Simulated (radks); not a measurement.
Problem. Hg V, 76 electrons, occupied as [Kr] 4d10 4f14 5s2 5d(up 4.5, down 4.5) 5p(up 2.5, down 2.5) (fractional occupations, a model configuration). Method: scalar-relativistic Kohn-Sham, SCAN, spin-polarised, spherical densities, finite nucleus; meta-GGA in the generalised Kohn-Sham scheme; Fermi nuclear charge, rms radius 5.4648 fm; computed with a radial shooting solver on a logarithmic mesh with Libxc functionals. Some entries of the table are withheld. Estimate them.

orbital,occ.,eigenvalue (hartree),<r> (bohr),r(max) (bohr)
1s,2,-3060.931,0.01659,0.01022
2s,2,-545.2252,0.06990,0.05910
2p,6,-470.3929,0.06328,0.04906
3s,2,-131.3838,0.1805,0.1665
3p,6,-109.6394,0.1821,0.1662
3d,10,-86.69022,0.1651,(1)
4s,2,-30.67960,0.3990,(2)
4p,6,-23.51783,0.4250,0.3956
4d,10,-14.98047,0.4486,0.4027
5s,2,-6.35715,0.8969,0.8239
4f,14,-5.55161,0.4812,0.3669
5p,5,-4.40510,1.022,0.9243
5d,9,-2.15599,1.321,1.119

Solution. 
(1) 3d r(max) (bohr): 0.1357
(2) 4s r(max) (bohr): 0.3758
